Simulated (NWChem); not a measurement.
All runs are NWChem calculations. System: Cl3Pb (-1), charge -1, spin multiplicity 1, at a geometry optimised with PBE/def2-SVP with def2 effective core potentials on Pb. The structure started from a generated list of species. Level: MP2/def2-TZVPD with def2 effective core potentials on Pb, 19 core orbitals frozen.

Part of the output:

```
             Northwest Computational Chemistry Package (NWChem) 7.3.0
             --------------------------------------------------------

                                NWChem Input Module
                                -------------------

 Scaling coordinates for geometry "geometry" by  1.889725989
 (inverse scale =  0.529177249)

 Turning off AUTOSYM since
 SYMMETRY directive was detected!

                             Geometry "geometry" -> ""
                             -------------------------

 Output coordinates in angstroms (scale by  1.889725989 to convert to a.u.)

  No.       Tag          Charge          X              Y              Z
 ---- ---------------- ---------- -------------- -------------- --------------
    1 Pb                  82.0000     0.00048500     0.44579800     0.00000000
    2 Cl                  17.0000     1.17103500    -0.71805000     2.02964200
    3 Cl                  17.0000     1.17103500    -0.71805000    -2.02964200
    4 Cl                  17.0000    -2.34441200    -0.71421800     0.00000000

 Effective nuclear repulsion energy (a.u.)     958.9347495580

            Nuclear Dipole moment (a.u.)
            ----------------------------
        X                 Y               Z
 ---------------- ---------------- ----------------
    -0.0000831479     0.0000566918     0.0000000000

      Symmetry information
      --------------------

 Group name             Cs
 Group number              2
 Group order               2
 No. of unique centers     3

      Symmetry unique atoms

     1    2    4


 Summary of "ao basis" -> "" (spherical)
 ------------------------------------------------------------------------------
       Tag                 Description            Shells   Functions and Types
 ---------------- ------------------------------  ------  ---------------------
 *                         def2-tzvpd                 on all atoms

 Summary of "ao basis" -> "ao basis" (spherical)
 ------------------------------------------------------------------------------
       Tag                 Description            Shells   Functions and Types
 ---------------- ------------------------------  ------  ---------------------
 Pb                        def2-tzvpd               18       56   7s5p4d2f
 Cl                        def2-tzvpd               16       46   6s6p3d1f

                                 NWChem SCF Module
                                 -----------------
[...]
     2   2 0 0    -67.799290      0.000000    500.168752
     2   1 1 0      0.014728      0.000000     -0.426311
     2   1 0 1     -0.000000      0.000000      0.000000
     2   0 2 0    -54.288637      0.000000    109.182688
     2   0 1 1     -0.000000      0.000000      0.000000
     2   0 0 2    -67.799247      0.000000    500.167503

                   NWChem MP2 Semi-direct Energy/Gradient Module
                   ---------------------------------------------

  Basis functions       =    194
  Molecular orbitals    =    194
  Frozen core           =     19
  Frozen virtuals       =      0
  Active alpha occupied =     18
  Active beta occupied  =     18
  Active alpha virtual  =    157
  Active beta virtual   =    157
  Use MO symmetry       = T
  Use skeleton AO sym   = T

  AO/Fock/Back tols     =   1.0D-09  1.0D-09  1.0D-09

 GA uses MA = F    GA memory limited = T

 Available:
  local mem=  1.26D+08
 global mem=  1.44D+08
 local disk=  0.00D+00
  mp2_memr nvloc                   157
  nvloc new                   157
   1 passes of  18:        5242880                     218020                 167596380.
   1 passes of  18: M    126135845           G      144103928           F     120892965.
  mp2_memr nvloc                   157
  nvloc new                   157
   2 passes of   9:        5242880                     147399                  83830349.
   2 passes of   9: M    126135845           G      144103928           F     120892965.

 Semi-direct pass number   1 of   2  for RHF alpha+beta  at       41.7s
  vrange nnbf                 17436
  mp2_eaftype                   319  avail_ma_in_mb                  1099
 EAF : mp2_eaftype filesize         319   41915174.
  mp2_eaf for mointskh                    319
Node 0 wrote    197.1 Mb in      0.1 s     Agg I/O rate:  2315.8 Mb/s
 Done moints_semi at       66.5s
  mp2_eaftype                   319  avail_ma_in_mb                   780
 EAF : mp2_eaftype filesize         319   41915174.
  mp2_eaf for kh                   319
 Done maket at       67.2s
 Semi-direct pass number   2 of   2  for RHF alpha+beta  at       67.2s
  vrange nnbf                 17436
  mp2_eaftype                   319  avail_ma_in_mb                   780
 EAF : mp2_eaftype filesize         319   41915174.
  mp2_eaf for mointskh                    319
Node 0 wrote    197.1 Mb in      0.1 s     Agg I/O rate:  2361.5 Mb/s
 Done moints_semi at       90.8s
  mp2_eaftype                   319  avail_ma_in_mb                   780
 EAF : mp2_eaftype filesize         319   41915174.
  mp2_eaf for kh                   319
 Done maket at       91.5s
 Done multipass loop at       91.5s

          -------------------------------------------
          SCF energy               -1570.619999665904
          Correlation energy          -0.975222472812
          Singlet pairs               -0.537050912608
          Triplet pairs               -0.438171560204
          Total MP2 energy         -1571.595222138717
          -------------------------------------------

          ---------------------------------------------------
                    Spin Component Scaled (SCS) MP2
          Same spin pairs                     -0.292114373469
          Same spin scaling factor             0.333333333333
          Opposite spin pairs                 -0.683108099343
          Opposite spin scaling fact.          1.200000000000
          SCS-MP2 correlation energy          -0.917101177034
          Total SCS-MP2 energy             -1571.537100842939
          ---------------------------------------------------

 -----------------------
 Performance information
 -----------------------

 Timer overhead =  1.70D-07 seconds/call

               Nr. of calls         CPU time (s)                 Wall time (s)                GFlops
             ---------------    -------------------     ------------------------------   -------------------
Name         Min   Avg   Max    Min     Avg     Max     Min     Avg     Max   Mx/calls   Min     Max     Sum
mp2: moin     2     2     2    48.     48.     48.      48.     48.     48.     24.      0.0     0.0     0.0
mp2: make     2     2     2    1.5     1.5     1.5      1.5     1.5     1.5    0.73      0.0     0.0     0.0
mp2: tota     1     1     1    50.     50.     50.      50.     50.     50.     50.      0.0     0.0     0.0

 The average no. of pstat calls per process was 5.00D+00
 with a timing overhead of 8.50D-07s

 Task  times  cpu:       91.5s     wall:       91.5s

 Total times  cpu:       91.5s     wall:       91.5s
```

Problem. Write an NWChem input that would produce this output.

Solution. One answer among several that fit: 
```
start mol
memory heap 200 mb stack 900 mb global 1100 mb
charge -1
geometry units angstroms nocenter noautoz
  Pb     0.000485     0.445798     0.000000
  Cl     1.171035    -0.718050     2.029642
  Cl     1.171035    -0.718050    -2.029642
  Cl    -2.344412    -0.714218     0.000000
  symmetry group Cs
end
basis spherical
  * library def2-tzvpd
end
ecp
  Pb library def2-ecp
end
scf
  rhf
  nopen 0
  maxiter 100
  thresh 1e-7
  semidirect memsize 60000000 filesize 0
end
mp2
  freeze core 19
end
task mp2 energy
```
